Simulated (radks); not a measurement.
Results of a calculation; reference values are marked as such.
Ionisation of Zr+, [Kr] 4d2 5s1, to Zr2+, [Kr] 4d2, under several functionals. Scalar-relativistic Kohn-Sham, spin-polarised, spherical densities, finite nucleus; open shells are filled with parallel spins first (spin-orbit coupling, left out, can overturn this in heavy ions); a radial shooting solver on a logarithmic mesh with Libxc functionals.

| functional | E(Zr+) (hartree) | Exc (hartree) | IE (eV) | -e(HOMO) (eV) | <r> HOMO (bohr) | IE error (eV) |
|---|---|---|---|---|---|---|
| SCAN | -3599.13361 | -114.54657 | 13.521 | 10.704 | 2.144 | +0.391 |
| TASK exchange with Perdew-Wang LDA correlation | -3597.91184 | -113.23450 | 13.012 | 10.617 | 2.116 | -0.118 |
| MS2 meta-GGA | -3598.28921 | -113.74349 | 13.300 | 10.491 | 3.381 | +0.170 |
| r2SCAN | -3598.83538 | -114.23125 | 13.339 | 10.645 | 2.135 | +0.209 |

NIST Atomic Spectra Database: 13.130 eV (measured). Closest: TASK exchange with Perdew-Wang LDA correlation. The Delta-SCF values span 0.51 eV, the total energies 1.22 hartree. The highest occupied level is 4d. Open shells are spherical and high-spin; term and fine-structure splittings are not resolved.
